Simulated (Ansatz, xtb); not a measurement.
**Two isomers of C6H7Cl**

Structure X: `C=C/C=C\C=C\Cl`, a singlet. Structure Y: `C=C/C=C(\Cl)C=C`, a singlet. Both are isolated molecules in the gas phase, relaxed with PBE-D3(BJ)/def2-SVP; the shapes shown needn't be the lowest conformers.

X (Å):

```xyz
14

C     1.2207   -1.4849   -1.4746
C     0.7904   -0.2891   -1.0023
C     1.4107    0.9790   -1.3266
C     1.0254    2.2180   -0.8841
C    -0.0813    2.5077   -0.0012
C    -0.3931    3.7700    0.3876
Cl   -1.7121    4.1409    1.4430
H     2.0904   -1.5519   -2.1491
H     0.7203   -2.4262   -1.2032
H    -0.0849   -0.2748   -0.3301
H     2.2831    0.9293   -2.0009
H     1.6104    3.0877   -1.2291
H    -0.7020    1.6794    0.3766
H     0.1730    4.6557    0.0584
```

Y (Å):

```xyz
14

C     0.3419   -1.6945   -1.5277
C     0.1793   -0.3530   -1.6447
C     0.6371    0.6024   -0.6645
C     0.5092    1.9655   -0.7143
C     1.0065    2.8485    0.3291
C     0.9212    4.1977    0.3566
Cl   -0.2852    2.7246   -2.0825
H    -0.0242   -2.3855   -2.3013
H     0.8464   -2.1378   -0.6534
H    -0.3298    0.0600   -2.5315
H     1.1488    0.2058    0.2295
H     1.4960    2.3169    1.1634
H     1.3330    4.7718    1.1992
H     0.4383    4.7523   -0.4620
```

Quicker runs give these differences E(Y) − E(X): GFN2-xTB −1.2 kcal/mol; HF/STO-3G −1.0 kcal/mol (at GFN2-xTB geometries); r2SCAN-D4/def2-SVP −2.0 kcal/mol (at GFN2-xTB geometries).

Question: Estimate E(Y) − E(X) at the level CCSD(T)/def2-SVP + ΔMP2/def2-TZVPP.

Answer: Calculated at CCSD(T)/def2-SVP + ΔMP2/def2-TZVPP: E(Y) − E(X) = −2.1 kcal/mol, so structure Y lies lower.

How the difference moves with the method:

```json
{"level": "GFN2-xTB", "geometry": "GFN2-xTB", "E(Y) − E(X) (kcal/mol)": "−1.2", "departure from the last row (kcal/mol)": "+0.9", "job, with rough time for the two": "optimisation, 0.4 s"}
{"level": "HF/STO-3G", "geometry": "GFN2-xTB", "E(Y) − E(X) (kcal/mol)": "−1.0", "departure from the last row (kcal/mol)": "+1.1", "job, with rough time for the two": "single point, 1.7 s"}
{"level": "r2SCAN-D4/def2-SVP", "geometry": "GFN2-xTB", "E(Y) − E(X) (kcal/mol)": "−2.0", "departure from the last row (kcal/mol)": "+0.2", "job, with rough time for the two": "single point, 11 s"}
{"level": "PBE-D3(BJ)/def2-SVP", "geometry": "PBE-D3(BJ)/def2-SVP", "E(Y) − E(X) (kcal/mol)": "−1.7", "departure from the last row (kcal/mol)": "+0.5", "job, with rough time for the two": "optimisation, 57 s"}
{"level": "HF/def2-SVP", "geometry": "PBE-D3(BJ)/def2-SVP", "E(Y) − E(X) (kcal/mol)": "−1.1", "departure from the last row (kcal/mol)": "+1.0", "job, with rough time for the two": "part of the CCSD(T) run"}
{"level": "MP2/def2-SVP", "geometry": "PBE-D3(BJ)/def2-SVP", "E(Y) − E(X) (kcal/mol)": "−2.7", "departure from the last row (kcal/mol)": "−0.6", "job, with rough time for the two": "part of the CCSD(T) run"}
{"level": "CCSD(T)/def2-SVP", "geometry": "PBE-D3(BJ)/def2-SVP", "E(Y) − E(X) (kcal/mol)": "−2.4", "departure from the last row (kcal/mol)": "−0.2", "job, with rough time for the two": "single point"}
{"level": "CCSD(T)/def2-SVP + ΔMP2/def2-TZVPP", "geometry": "PBE-D3(BJ)/def2-SVP", "E(Y) − E(X) (kcal/mol)": "−2.1", "departure from the last row (kcal/mol)": "", "job, with rough time for the two": "single point, 3.5 min"}
```

As drawn, both hold the same kinds of bond in the same numbers.

None of the levels shown reverses the order. The largest departure from CCSD(T)/def2-SVP + ΔMP2/def2-TZVPP is that of HF/STO-3G, 1.1 kcal/mol. The last row adds to CCSD(T) the change of the MP2 difference between the two basis sets, here +0.2 kcal/mol.

With thermal terms from frequencies at re-optimised GFN2-xTB minima (ideal gas, soft modes damped towards free rotors, one conformer each, 298.15 K, 1 atm): the zero-point term adds −0.2 kcal/mol; ΔH is −2.3 and ΔG −2.0 kcal/mol.

The correlated steps freeze 11 core orbitals. Codes used: Ansatz 0.2.0, xtb 6.7.1; the last row on 2 threads of Intel(R) Xeon(R) Processor @ 2.50GHz (Skylake/Cascade Lake) on a shared host.
